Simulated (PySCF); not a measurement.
# Hartree-Fock beside MP2: BClGeH3 anion

These are calculations, not measurements. The program is PySCF 2.14.0, an open-source quantum chemistry code, run on an isolated molecule that a program drew, which may never have been made. The molecule is BClGeH3 anion (charge -1, singlet), drawn as the SMILES string `Cl[BH][GeH2-]`.

The geometry was optimised and harmonic frequencies were computed with HF and MP2, all in the aug-cc-pV(D+d)Z basis, for the commonest isotopes, with a restricted reference for singlets and an unrestricted one otherwise, and a frozen core in MP2. Germanium has the aug-cc-pVDZ-PP basis, with a core potential (ECP10MDF) in place of its 10 inner electrons, and its 3s, 3p and 3d shells are frozen in MP2. Each result is a local minimum of its method.

Geometry at the HF minimum:
```xyz
6
BClGeH3 anion, angstrom
Cl   -2.7059    0.3577    3.0815
B    -1.7930    0.0276    1.5114
Ge    0.1822    0.4590    1.2129
H    -2.4492   -0.6934    0.8032
H     0.2259    0.7777   -0.3346
H     0.4041    1.8938    1.8242
```

Lengths of the bonds as drawn, in Å (atoms numbered as above):
| bond | HF | MP2 |
|---|---|---|
| Cl1-B2 | 1.846 | 1.852 |
| B2-Ge3 | 2.044 | 1.963 |
| B2-H4 | 1.205 | 1.213 |
| Ge3-H5 | 1.581 | 1.559 |
| Ge3-H6 | 1.575 | 1.558 |

Rotational constants, in GHz:
```
constant     HF    MP2
       A  31.22  32.47
       B  1.716  1.804
       C  1.645  1.718
```

Harmonic frequencies in cm^-1, each column in rising order, so a row needn't be the same motion in every method:
```
rank    HF   MP2
   1   164   160
   2   253   224
   3   348   332
   4   479     ?
   5   681   625
   6   735   670
   7   773   770
   8   949   880
   9  1098  1021
  10  1942  2042
  11  1971  2050
  12  2625  2564
```

**Estimate the missing MP2 frequency from the HF column.**

A single factor s that minimises the squared misfit of MP2 against s times HF over the other rows is sum(HF x MP2) / sum(HF^2) = 0.9966, with an rms misfit of 59 cm^-1. For rank 4 it gives 0.9966 x 479 = 477 cm^-1. The calculation gives 457 cm^-1, 20 cm^-1 below the estimate. The drawn bonds are on average 1.1 % shorter in MP2 than in HF.
